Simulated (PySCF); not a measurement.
Computed IR spectrum (relative IR intensity) of a molecule C4H4S2. Geometry optimised at TPSSh-D3(BJ)/def2-SVP. Other conformers were not sampled. Method: PySCF 2.14.0 with TPSSh-D3(BJ)/def2-SVP. Frequencies are harmonic and unscaled.

ν (cm⁻¹): 432 (w), 471 (w), 576 (w), 644 (s), 754 (vw), 766 (w), 790 (m), 812 (m), 1100 (vw), 1637 (vs), 3221 (vw) (against the strongest line: vs over 80 %, s over 45 %, m over 15 %, w over 4 %, vw less)

Question: Which structure fits?
A) C=C1SC=CS1
B) Sc1ccsc1
C) C=C=C1SCS1
D) C1=CSC=CS1

Answer: A, C=C1SC=CS1
